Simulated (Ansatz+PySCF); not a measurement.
The numbers below are computed, except where a source is named.
## Ansatz (development build ahead of 0.2.0) run

```yaml
crystal:
  periodic: [false, false, false]
  atoms:
    - { symbol: Be, position_ang: [0.0, 0.0, 0.0] }
    - { symbol: B, position_ang: [0.56656, 0.75542, 1.63553] }
basis:
  gaussian: { orbitals: "6-31G" }
magnetization:
  initial_magnetization: 3
hamiltonian:
  xc: hf
correlation:
  method: fci
  frozen_orbitals: { B: 1, Be: 0 }
```

The input is written out in the form of the current development build from the run's settings.

Results

* Converged: yes
* Total energy: -39.17231 hartree
* State: lowest quartet root, of any spatial symmetry
